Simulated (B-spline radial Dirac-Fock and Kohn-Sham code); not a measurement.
Level of theory: ΔSCF Dirac-Fock with Breit, self-energy and vacuum polarisation, finite nucleus, configuration average; a radial B-spline solver. Correlation and solid-state effects are left out.

**Question.** An atom or ion in its tabulated ground configuration has these computed binding energies (the last is its least bound level). Which is it?

```tsv
level	binding energy (eV)
K	28808.1
L1	6001.6
L2	5726.1
L3	5529.6
M1	2349.8
M2,3	2239.0
```

**Answer.** Cd³⁵⁺: Z = 48 with 13 electrons, [Ne] 3s2 3p1. The hydrogen-like estimate √(E/Ry) = 46.0 for the K level lies 2.0 below Z (screening lowers it, relativity raises it); the outermost level, at 2239.0 eV, fixes the charge.

**Question.** An atom or ion in its tabulated ground configuration has these computed binding energies (the last is its least bound level). Which is it?

```tsv
level	binding energy (eV)
L2	14101.4
M1	4718.2
M3	4117.9
M5	3625.1
N2	1991.5
N3	1886.5
N4,5	1705.0
```

**Answer.** Os³⁸⁺: Z = 76 with 38 electrons, [Kr] 4d2.
